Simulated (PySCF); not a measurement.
## `C(S)C1=NC=CC=N1`, C5H6N2S

Geometry (Å), atoms numbered from 1 in this order:
```xyz
14

S     2.934    0.737   -0.346
C     1.909   -0.571    0.423
C     0.463   -0.258    0.237
N    -0.238    0.052    1.318
C    -1.515    0.350    1.145
C    -2.113    0.337   -0.107
C    -1.289   -0.004   -1.170
N    -0.012   -0.297   -1.003
H     2.396    0.612   -1.556
H     2.163   -0.580    1.480
H     2.171   -1.518   -0.049
H    -2.065    0.605    2.042
H    -3.153    0.579   -0.248
H    -1.653   -0.046   -2.189
```

Theory: GIAO B97-2/pcSseg-1 magnetisability, rotational g tensor and spin-rotation constants, non-relativistic, gas phase (PySCF). Geometry: GFN2-xTB.

(1) Give the nuclear spin-rotation constants along the inertial axes (H = +C I·J) beside the isotropic shieldings.

(2) How do the rotational constants and the g tensor change when H9, H10, H11, H12, H13, H14 are replaced by deuterium?

Results:

(1) Rotational constants 4.3973, 1.1065, 0.9717 GHz. A star marks the isotopologue with that one atom substituted, in its own axes.
```
atom  isotope  Caa (kHz)  Cbb (kHz)  Ccc (kHz)  mean (kHz)  σ (ppm)
  N4      14N      1.086      0.236      0.043       0.455    -56.2
  N8      14N      1.005      0.267      0.031       0.434    -54.1
  H9       1H     -0.408      0.011     -0.114      -0.170     29.3
 H10       1H     -0.388      0.036     -0.105      -0.152     28.3
 H11       1H     -0.357     -0.094      0.020      -0.144     27.3
 H12       1H     -0.115      0.030     -0.069      -0.051     23.0
 H13       1H      0.396     -0.113     -0.092       0.064     24.8
 H14       1H     -0.370      0.115     -0.086      -0.114     22.9
  S1     33S*      1.057      0.201      0.249       0.502    564.3
  C2     13C*      0.714      0.185      0.186       0.362    147.3
  C3     13C*      2.150      0.477      0.213       0.947     12.2
  C5     13C*      1.945      0.486      0.182       0.871     25.9
  C6     13C*      1.936      0.347      0.135       0.806     65.7
```
For the geometry as given, no vibrational averaging.

(2) Constants 3.7900, 1.0224, 0.8915 GHz; g -0.0624, -0.0173, 0.0054, against -0.0708, -0.0188, 0.0057 before.
